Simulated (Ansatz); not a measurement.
Geometry optimisation, Ansatz 0.2.0, RKS r2SCAN-D4/def2-SVP.

Input:

```yaml
crystal:
  periodic: [false, false, false]
  atoms:
    - { symbol: B, position_ang: [-0.1499, -0.6459, 0.1856] }
    - { symbol: Se, position_ang: [0.89, 1.0618, 0.4545] }
    - { symbol: H, position_ang: [-1.3154, -0.6794, 0.6213] }
    - { symbol: H, position_ang: [0.3163, -1.4852, -0.4622] }
    - { symbol: H, position_ang: [0.3089, 1.6752, -0.8407] }
basis:
  gaussian: { orbitals: def2-SVP }
hamiltonian:
  xc: r2scan
  dispersion: d4
relax:
  f_tol: 0.02
  max_steps: 50
```

Run as:

```bash
$ ansatz run input.yaml --threads 1 --pin off --max-ram 2048MiB --backend cpu --events-out ev --progress --plain --runs-dir out
```

Task: Where does it end, and by what steps?

Result: It converged. After 12 steps the energy has fallen by 1.065 eV; H5 moved furthest, 0.79 Å.

```tsv
step	energy less start (eV)	largest force component (eV/Å)	accepted
0	0.0000	1.482	yes
1	0.0435	1.731	no
2	-0.1263	0.508	yes
3	-0.1618	0.351	yes
4	-0.2650	0.450	yes
5	-0.5662	0.745	yes
6	-0.8002	0.623	yes
7	-0.9137	1.995	yes
8	-1.0017	0.875	yes
9	-1.0609	0.218	yes
10	-1.0619	0.148	yes
11	-1.0651	0.023	yes
12	-1.0652	0.003	yes
```

```xyz
5
Properties=species:S:1:pos:R:3
B -0.117 -0.637 0.045
Se 1.041 0.861 -0.145
H -1.308 -0.499 0.123
H 0.427 -1.710 0.081
H 0.007 1.912 -0.145
```

Time of the run: 31 s on 1 thread of Arm Neoverse V1, with other jobs on the host, peak memory 0.11 GiB.
